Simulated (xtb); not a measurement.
H6Si2, charge +1, doublet, at a GFN2-xTB geometry (a state made from the parent by changing its charge; the spin is typed, not shown lowest); xtb with GFN1-xTB.

The xtb input:
```
$ xtb mol.xyz --gfn 1 --chrg 1 --uhf 1 --etemp 1000 --json

# file mol.xyz
8

Si    -1.33666426     0.12731246    -0.01906279
Si     1.33666426    -0.12731246     0.01906279
H     -1.68020055    -0.85431230    -1.03882243
H     -1.46232753     1.53042532    -0.38919402
H     -1.65392012    -0.21926859     1.35961207
H      1.46232753    -1.53042532     0.38919402
H      1.68020055     0.85431230     1.03882243
H      1.65392012     0.21926859    -1.35961207
```

Question: What does xtb print? Leave out banner, timings and long lists.

Answer: 
```
   ID    Z sym.   atoms
    1   14 Si     1, 2
    2    1 H      3-8

           -------------------------------------------------
          |                Calculation Setup                |
           -------------------------------------------------

           -------------------------------------------------
          |                 G F N 1 - x T B                 |
           -------------------------------------------------

          ...................................................
          :                      SETUP                      :
          :.................................................:
          :  # basis functions                  32          :
          :  # atomic orbitals                  30          :
          :  # shells                           18          :
          :  # electrons                        13          :
          :  # halogen bonds                     0          :
          :  max. iterations                   250          :
          :  Hamiltonian                  GFN1-xTB          :
          :  restarted?                      false          :
          :  GBSA solvation                  false          :
          :  PC potential                    false          :
          :  electronic temp.         1000.0000000     K    :
          :  accuracy                    1.0000000          :
          :  -> integral cutoff          0.2500000E+02      :
          :  -> integral neglect         0.1000000E-07      :
          :  -> SCF convergence          0.1000000E-05 Eh   :
          :  -> wf. convergence          0.2000000E-04 e    :
          :  Broyden damping             0.4000000          :
          :  net charge                          1          :
          :  unpaired electrons                  1          :
          ...................................................

 iter      E             dE          RMSdq      gap      omega  full diag
   1     -6.4141945 -0.641419E+01  0.499E+00    3.75       0.0  T
   2     -6.4600973 -0.459028E-01  0.237E+00    3.55       1.0  T
   3     -6.4625618 -0.246448E-02  0.630E-01    3.45       1.0  T
   4     -6.4631812 -0.619474E-03  0.333E-01    3.53       1.0  T
   5     -6.4636900 -0.508791E-03  0.140E-01    3.49       1.0  T
   6     -6.4637952 -0.105159E-03  0.164E-02    3.50       2.2  T
   7     -6.4637967 -0.150974E-05  0.947E-05    3.50     373.2  T
   8     -6.4637967 -0.461862E-10  0.391E-05    3.50     905.4  T
   9     -6.4637967 -0.561950E-11  0.301E-06    3.50   11741.8  T

   *** convergence criteria satisfied after 9 iterations ***

         :::::::::::::::::::::::::::::::::::::::::::::::::::::
         ::                     SUMMARY                     ::
         :::::::::::::::::::::::::::::::::::::::::::::::::::::
         :: total energy              -6.409433603765 Eh    ::
         :: gradient norm              0.041710131872 Eh/a0 ::
         :: HOMO-LUMO gap              3.498018321110 eV    ::
         ::.................................................::
         :: SCC energy                -6.463796703511 Eh    ::
         :: -> electrostatic           0.102792247529 Eh    ::
         :: repulsion energy           0.056489401977 Eh    ::
         :: dispersion energy         -0.002126302231 Eh    ::
         :: halogen bond corr.         0.000000000000 Eh    ::
         :: add. restraining           0.000000000000 Eh    ::
         :: total charge               0.999999999690 e     ::
         :::::::::::::::::::::::::::::::::::::::::::::::::::::

           -------------------------------------------------
          |                Property Printout                |
           -------------------------------------------------

    * Orbital Energies and Occupations

         #    Occupation            Energy/Eh            Energy/eV
      -------------------------------------------------------------
         1        2.0000           -0.8646213             -23.5275
         2        2.0000           -0.8304351             -22.5973
         3        2.0000           -0.6728677             -18.3097
         4        2.0000           -0.6728677             -18.3097
         5        2.0000           -0.6698153             -18.2266
         6        2.0000           -0.6698153             -18.2266
         7        1.0000           -0.5728078             -15.5869 (HOMO)
         8                         -0.4442580             -12.0889 (LUMO)
         9                         -0.4371564             -11.8956
        10                         -0.4371564             -11.8956
        11                         -0.4117641             -11.2047
        12                         -0.4117641             -11.2047
        13                         -0.4071344             -11.0787
        14                         -0.3521352              -9.5821
        15                         -0.3521352              -9.5821
        16                         -0.2636830              -7.1752
        17                         -0.2636830              -7.1752
        18                         -0.2549561              -6.9377
       ...                                ...                  ...
        30                          1.1975672              32.5875
      -------------------------------------------------------------
                  HL-Gap            0.1285498 Eh            3.4980 eV
             Fermi-level           -0.5642697 Eh          -15.3546 eV

  Mulliken/CM5 charges         n(s)   n(p)   n(d)
     1Si    0.47824  0.21943   1.433  1.641  0.447
     2Si    0.47824  0.21943   1.433  1.641  0.447
     3H     0.00725  0.09352   0.993  0.000  0.000
     4H     0.00725  0.09352   0.993  0.000  0.000
     5H     0.00725  0.09352   0.993  0.000  0.000
     6H     0.00725  0.09352   0.993  0.000  0.000
     7H     0.00725  0.09352   0.993  0.000  0.000
     8H     0.00725  0.09352   0.993  0.000  0.000

Wiberg/Mayer (AO) data.
largest (>0.10) Wiberg bond orders for each atom

 ---------------------------------------------------------------------------
     #   Z sym  total        # sym  WBO       # sym  WBO       # sym  WBO
 ---------------------------------------------------------------------------
     1  14 Si   3.382 --     5 H    0.880     3 H    0.880     4 H    0.880
                             2 Si   0.630
     2  14 Si   3.382 --     8 H    0.880     7 H    0.880     6 H    0.880
                             1 Si   0.630
     3   1 H    0.992 --     1 Si   0.880
     4   1 H    0.992 --     1 Si   0.880
     5   1 H    0.992 --     1 Si   0.880
     6   1 H    0.992 --     2 Si   0.880
     7   1 H    0.992 --     2 Si   0.880
     8   1 H    0.992 --     2 Si   0.880
 ---------------------------------------------------------------------------

Topologies differ in total number of bonds
Writing topology from bond orders to xtbtopo.mol

 dipole moment from electron density (au)
     X       Y       Z
   0.0000  -0.0000  -0.0000  total (Debye):    0.000

           -------------------------------------------------
          | TOTAL ENERGY               -6.409433603765 Eh   |
          | GRADIENT NORM               0.041710131872 Eh/α |
          | HOMO-LUMO GAP               3.498018321110 eV   |
           -------------------------------------------------

normal termination of xtb
```
